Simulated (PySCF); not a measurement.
Computed with PBE-D3(BJ)/def2-TZVP // TPSS-D3(BJ)/def2-SVP (PySCF 2.14.0). Gas-phase values, no solvent. One relaxed conformer stands for a flexible species; it need not be the lowest. 

Reference species: [Cd(OH)(SH)] (neutral, multiplicity 1).

mean distance from the central atom to its bonded neighbours: 2.166 Å
HOMO–LUMO gap: 3.75 eV

Changed species: [Cd(OH)(F)] (Y = F; the reference has Y = SH).

Q: Give the shifts of the mean distance from the central atom to its bonded neighbours and HOMO–LUMO gap.

A: the mean distance from the central atom to its bonded neighbours falls by 0.214 Å, to 1.952 Å; the HOMO–LUMO gap rises by 0.19 eV, to 3.94 eV.
